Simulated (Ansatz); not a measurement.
Coupled-cluster diagnostics for Na₄Li, Ansatz.

Geometry of the doublet (PBE/def2-TZVP):

```xyz
5

Li    0.8156    0.2431    0.0105
Na    1.4776   -0.2973    3.0709
Na   -1.6133   -0.9182    1.7318
Na    1.1262    1.1096   -3.0408
Na   -1.8061   -0.1372   -1.7724
```

Correlated methods freeze 4 core orbitals; core or outer-core shells of Li, Na are correlated, in sets that lack core-valence functions. In CCSD on the charge 0 doublet the largest single amplitude is 0.18, so its Hartree–Fock determinant may place the open shell otherwise than the density functionals do. The structure comes from a short search, and lower isomers may exist.

Geometry of the charge 0 quartet (PBE/def2-TZVP):

Cartesian coordinates in Å:
```
Li -0.317 0.279 -1.826
Na 2.110 1.592 -0.189
Na 1.265 -1.642 0.555
Na -0.936 1.350 1.387
Na -2.123 -1.578 0.073
```

(1) Estimate the CCSD(T) correlation energy, the shares of MP2 and (T), T1 and the reference's ⟨S²⟩ for: charge 0, doublet, own geometry in def2-TZVPP; charge 0, quartet, own geometry in def2-TZVPP; charge 1, singlet, vertical in def2-TZVPP; and the rough time on 4 threads of Arm Neoverse V2 on a shared host.

Results:

(1) 
| state | basis | correlation (eV) | MP2 share (%) | (T) share (%) | T1 | ⟨S²⟩ (pure) | wall time | remarks |
| --- | --- | --- | --- | --- | --- | --- | --- | --- |
| charge 0, doublet, own geometry | def2-TZVPP | -21.562 | 91.9 | 1.8 | 0.050 | 1.42 (0.75) | 3 min | large T1 (0.050), spin-contaminated (⟨S²⟩ 1.42) |
| charge 0, quartet, own geometry | def2-TZVPP | -21.478 | 93.1 | 2.0 | 0.023 | 3.91 (3.75) | 2.7 min | spin-contaminated (⟨S²⟩ 3.91) |
| charge 1, singlet, vertical | def2-TZVPP | -21.369 | 93.5 | 1.6 | 0.008 | 0.00 (0.00) | 37 s | restricted SCF unstable |
Customary marks for T1 are 0.02 (closed shells), 0.045 (open shells) and about 0.05 (3d metals). T1 exceeds 0.02 in 2 of 3 rows and 0.045 in 1; the higher it lies, the less the single-reference result can be trusted.
